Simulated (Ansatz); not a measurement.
Dimer: NH3 (SMILES N) (first 4 atoms) with CHN (SMILES C#N); geometry from B3LYP-D3(BJ)/def2-TZVP, rigid monomers moved along the line of their centres of mass till N1···H7 is 2.38 Å.
(charge 0, multiplicity 1):
```json
[
 {"atom": "N", "x (Å)": "-0.3143", "y (Å)": "0.0262", "z (Å)": "0.0127"},
 {"atom": "H", "x (Å)": "-1.1880", "y (Å)": "0.4366", "z (Å)": "-0.2992"},
 {"atom": "H", "x (Å)": "0.4363", "y (Å)": "0.5891", "z (Å)": "-0.3731"},
 {"atom": "H", "x (Å)": "-0.2471", "y (Å)": "-0.8937", "z (Å)": "-0.4094"},
 {"atom": "C", "x (Å)": "-0.1405", "y (Å)": "-0.1315", "z (Å)": "3.4741"},
 {"atom": "N", "x (Å)": "-0.0844", "y (Å)": "-0.1824", "z (Å)": "4.6193"},
 {"atom": "H", "x (Å)": "-0.1940", "y (Å)": "-0.0832", "z (Å)": "2.3901"}
]
```

Interaction energies are E(AB) − E(A) − E(B) at the monomers' geometry in the complex; basis-set methods are counterpoise corrected.

Cores are frozen in the correlated methods. CBS(a, b) extrapolates the correlation energy as X⁻³ and adds the Hartree–Fock energy of set b.

Programs: Ansatz (Gaussian orbitals). Each number belongs to the level named beside it.

Q: What interaction energy does PBE/def2-TZVPPD give?

A: -260 meV

Ansatz is a quantum-chemistry and plane-wave program.
